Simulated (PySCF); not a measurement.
This PySCF input asks for the NMR shieldings of `BBCCCCl`, C3H9B2Cl; the geometry comes from GFN2-xTB.

```python
import basis_set_exchange as bse
import numpy as np
from pyscf import gto, dft
from pyscf.prop import nmr

atoms = """
B     2.243901    0.150751    0.365347
B     0.977091    0.791097   -0.495464
C    -0.006774   -0.218612   -1.320021
C    -0.968813   -0.881477   -0.334238
C    -1.707200    0.214160    0.414365
Cl   -0.496286    1.454537    0.843807
H     2.349546    0.185349    1.537566
H     3.145744   -0.360978   -0.188242
H     1.213498    1.795746   -1.086798
H    -0.594827    0.300290   -2.081879
H     0.566655   -0.988404   -1.836354
H    -0.406711   -1.494973    0.372878
H    -1.700416   -1.518862   -0.837721
H    -2.173588   -0.126638    1.337274
H    -2.446234    0.706004   -0.218087
"""
names = dict.fromkeys(["B", "C", "Cl", "H"], "pcSseg-1")
basis = {el: gto.basis.parse(bse.get_basis(n, elements=[el], fmt="nwchem")) for el, n in names.items()}
mol = gto.M(atom=atoms, basis=basis, charge=0, verbose=0)
mf = dft.RKS(mol, xc="PBE0")
mf.grids.level = 2
mf.grids.alignment = dft.numint.BLKSIZE   # the property module wants whole blocks of grid points
mf.conv_tol = 1e-9
mf.kernel()

calc = nmr.RKS(mf)   # GIAO
C = mf.mo_coeff
Co = C[:, mf.mo_occ > 0]
resp = mf.gen_response(singlet=True, hermi=2)
def vind(x):   # induced exchange potential for any number of trial vectors
    d = np.einsum("pi,xij,qj->xpq", C, 2 * x.reshape(-1, C.shape[1], Co.shape[1]), Co, optimize=True)
    return np.einsum("xpq,pi,qj->xij", resp(d - d.transpose(0, 2, 1)), C, Co, optimize=True).ravel()
mo1, _ = nmr.rhf.solve_mo1(calc, with_cphf=vind)
sigma = calc.kernel(mo1)
for i, s in enumerate(sigma):   # ppm
    print("%2d %-2s %9.2f" % (i, mol.atom_pure_symbol(i), np.trace(s) / 3))
```

Question: Give the expected output.

Answer: 
```
 0 B     -14.06
 1 B      77.70
 2 C     160.32
 3 C     148.53
 4 C     125.95
 5 Cl    823.95
 6 H      21.66
 7 H      21.44
 8 H      26.49
 9 H      30.51
10 H      29.85
11 H      30.24
12 H      29.52
13 H      27.59
14 H      28.14
```

These numbers come from an equivalent density-fitted implementation of the same equations, which agrees with the script to about 0.01 ppm for H and up to a few tenths of a ppm for heavy atoms, so last digits may differ.

Size and cost of the density-fitted run: 154 basis functions, 32 s wall time on 1 thread of an Arm Neoverse N1, shared host; peak memory 0.72 GiB.
